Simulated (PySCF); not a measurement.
Compound: CH₁₂NPSi₃.
Atom-mapped SMILES: `[CH3:1][SiH2:2][N:3]([SiH3:4])[SiH2:5][PH2:6]` (hydrogens: H7, H8, H9 on C1; H10, H11 on Si2; H12, H13, H14 on Si4; H15, H16 on Si5; H17, H18 on P6)

The calculation used PySCF 2.14.0, PBE0-D3(BJ)/def2-SVP geometry optimisation, gas phase.

(1) List the bond lengths, angles and torsions at this level.

## Answers

(1) 
```tsv
bond	length (bohr)
C1–Si2	3.535
Si2–N3	3.332
N3–Si4	3.311
N3–Si5	3.306
Si5–P6	4.280
C1–H7, C1–H8, C1–H9	2.081
Si2–H10, Si2–H11	2.828
Si4–H12, Si4–H13, Si4–H14	2.825
Si5–H15, Si5–H16	2.826
P6–H17, P6–H18	2.702
```

Bonds in one row agree within 0.02 bohr and their mean is given. A selection of angles:
```tsv
angle	degrees
Si2–C1–H7	110.9
Si2–C1–H8	110.5
H7–C1–H8	108.6
H7–C1–H9	108.0
C1–Si2–N3	111.5
C1–Si2–H10	110.8
C1–Si2–H11	110.0
N3–Si2–H10	106.0
N3–Si2–H11	109.8
H10–Si2–H11	108.7
Si2–N3–Si4	119.5
Si2–N3–Si5	119.8
Si4–N3–Si5	120.7
N3–Si4–H12	111.3
N3–Si4–H14	107.6
H12–Si4–H13	108.1
H12–Si4–H14	108.8
N3–Si5–P6	109.3
N3–Si5–H15	110.2
N3–Si5–H16	108.2
P6–Si5–H15	112.5
P6–Si5–H16	107.2
H15–Si5–H16	109.2
Si5–P6–H17	94.5
Si5–P6–H18	93.1
H17–P6–H18	93.7
```

Dihedral angles: C1–Si2–N3–Si4 116° (anticlinal); Si2–N3–Si5–P6 96° (anticlinal). The mirror-image conformer, all signs reversed, is as good.

Si5 (SiH2 silicon) is tetrahedral (angles from 107.2° to 112.5°). P6 (three-coordinate phosphorus) is pyramidal (angles 94.5°, 93.7° and 93.1°, sum 281.2°, 0.86 Å off the plane of its three neighbours). Si2 (SiH2 silicon) is distorted tetrahedral (angles from 106.0° to 111.5°). N3 (nitrogen bridging silicon atoms) is planar (angles 120.7°, 119.8° and 119.5°, sum 359.9°, 0.03 Å off the plane of its three neighbours). Of the pairs four or more bonds apart, Si5···H9 is among the closest relative to their van der Waals radii: 3.42 Å, 104 % of the sum of Bondi's values. Si4 (SiH3 silicon) is tetrahedral (angles from 107.6° to 111.9°).

Point group: C1 (no symmetry element, even within 0.4 Å). Not checked by PBE0-D3(BJ)/def2-SVP frequencies. The numbers are those of one conformer (C1–Si2–N3–Si4 116°, Si2–N3–Si5–P6 96°, N3–Si5–P6–H 167° and 73°).
